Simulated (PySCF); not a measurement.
Mapped SMILES: `[Cl:1][CH:2]([Cl:3])[SiH2:4][c:5]1[cH:6][cH:7][cH:8][cH:9][n:10]1`; H(Xn) means a hydrogen on atom n.

- shieldings: GIAO PBE0/pcSseg-1
- coordinates at the GFN2-xTB level
- run in PySCF 2.14.0 with density-fitted response routines
- one computed conformer, no relativistic terms, isolated molecule, rapidly exchanging positions averaged

Shifts are taken against calculated references (same method and geometry level): TMS for 13C (σref 186.93).

Do the 13C shifts follow the atomic charges (in e)? Tabulate both.

Results:


| atoms | hybridisation | δ (ppm) | σ para (ppm) | Hirshfeld | IAO | Mulliken | ESP-fitted |
| --- | --- | --- | --- | --- | --- | --- | --- |
| C5 | sp2 | 166.0 | -235 | -0.04 | -0.14 | -0.13 | +0.49 |
| C9 | sp2 | 155.8 | -219 | +0.02 | -0.01 | +0.16 | +0.42 |
| C7 | sp2 | 140.6 | -206 | -0.03 | -0.12 | -0.01 | +0.23 |
| C6 | sp2 | 137.3 | -206 | -0.05 | -0.16 | -0.10 | -0.53 |
| C8 | sp2 | 129.2 | -201 | -0.04 | -0.17 | -0.17 | -0.49 |
| C2 | sp3 | 71.6 | -134 | -0.06 | -0.37 | -0.45 | -0.43 |

Correlation coefficients of δ with charge over these carbons: Hirshfeld +0.57, IAO +0.89, Mulliken +0.83, ESP-fitted +0.67; with the paramagnetic shielding -0.99. Among the 5 sp2 carbons alone: Hirshfeld +0.46, IAO +0.49, Mulliken +0.36, ESP-fitted +0.87. With so few points, grouped by hybridisation, these coefficients are fragile. Charge is one influence among several: hybridisation and low-lying excitations act through the paramagnetic term.

Carbons that carry Cl, above all several Cl atoms, come out too deshielded, partly because spin–orbit coupling is missing. Shifts are as computed. Against solution values, carbons near 30 ppm lie about +3 ppm off and those near 130 ppm about +5 ppm; carbons on Cl a further +6 ppm. Of 1309 compounds with measured shifts, 239 miss one by over three times the rms of a fit or turn the order of signals round; such compounds aren't used in these exercises.
